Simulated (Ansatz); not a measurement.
Ansatz results at the PBE0-D4/def2-TZVP geometry: HOMO energy (PBE/def2-TZVPP) -5.19 eV; size of the dipole moment (PBE/def2-TZVPP) 2.90 D; HOMO–LUMO gap (PBE0/def2-TZVPP) 6.25 eV.

Each molecule was computed in one conformer, which needn't be the lowest.

Question: Which molecule gave them?
A. `C#[C][Zr]([OH])([OH])[F]`
B. `[F][Zr]([Cl])([Cl])[Cl]`
C. `CC(C)[NH][Zr]([F])([F])[F]`
D. `CC[N](C)[Zr]([F])([F])[N](C)CC`

Answer: D. The others give `CC(C)[NH][Zr]([F])([F])[F]`: -6.05, 2.98, 6.48; `[F][Zr]([Cl])([Cl])[Cl]`: -8.30, 0.02, 7.27; `C#[C][Zr]([OH])([OH])[F]`: -6.70, 2.94, 6.81.
